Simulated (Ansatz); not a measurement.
FI$_{3}$Si (`F[Si](I)(I)I`), relaxed with RKS PBE-D4/def2-SVP in Ansatz from a rough embedded geometry. The force threshold is 0.03 eV/Å; the program also tests the step.

The species carries charge 0 and has multiplicity 1. I: def2 effective core potential.

Start:

```xyz
5

F     1.055   -1.131   -0.865
Si    0.088   -0.129   -0.090
I     1.080    2.074   -0.230
I    -2.087   -0.034   -1.071
I    -0.136   -0.780    2.256
```

(1) By how much does the energy fall, and how many steps does the optimiser take? (Best estimate.)

(2) Which bonds change most? (Best estimate.)

(3) Give the relaxed structure. (Best estimate.)

## Answers

(1) Ansatz gave: 7.87 kJ/mol, in 4 steps, 1 of them rejected.

(2) Computed: Si2–I4 from 2.388 to 2.445 Å; F1–Si2 from 1.594 to 1.631 Å; Si2–I3 from 2.420 to 2.445 Å; Si2–I5 from 2.445 to 2.445 Å.

(3) Ansatz gave: 
```xyz
5

F     1.009   -1.146   -0.847
Si    0.067   -0.076   -0.056
I     1.138    2.115   -0.226
I    -2.124   -0.081   -1.140
I    -0.090   -0.811    2.270
```
